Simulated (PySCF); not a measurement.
A GIAO shielding run with PySCF 2.14 (density fitting, non-relativistic, gas phase) on `InChI=1S/C7H7N/c1-3-7(2)5-4-6-8/h1H,2,4-5H2`:

```
$ OMP_NUM_THREADS=1 python probes_run.py task.json out

{"job": {"kind": "nmr", "xc": "PBE0", "basis": "pcSseg-1"}, "charge": 0, "multiplicity": 1}
C     -2.213328    -1.583438     0.852600
C     -1.615856    -0.592207     0.533493
C     -0.869119     0.556242     0.167606
C     -1.435620     1.572705    -0.476360
C      0.590034     0.520916     0.536596
C      1.311779    -0.578352    -0.262431
C      2.700640    -0.652378     0.107608
N      3.801697    -0.690974     0.412355
H     -2.755367    -2.439021     1.126227
H     -0.869737     2.444432    -0.758412
H     -2.481069     1.565534    -0.733105
H      0.693599     0.310734     1.604821
H      1.049069     1.489476     0.328965
H      1.246678    -0.367865    -1.334325
H      0.842185    -1.547814    -0.070000
```

Hardware: 1 thread of an Intel Xeon 6975P-C, shared host. The job also computes population analyses, field gradients.

Q: How large is the calculation?

A: 56 electrons, 171 basis functions and 875 auxiliary functions.

Q: How long does it take, and how much memory does it need?

A: 16 s of wall time, with 14 SCF cycles and 5 response iterations; peak memory 0.75 GiB. Times on a shared host scatter by some tens of per cent.
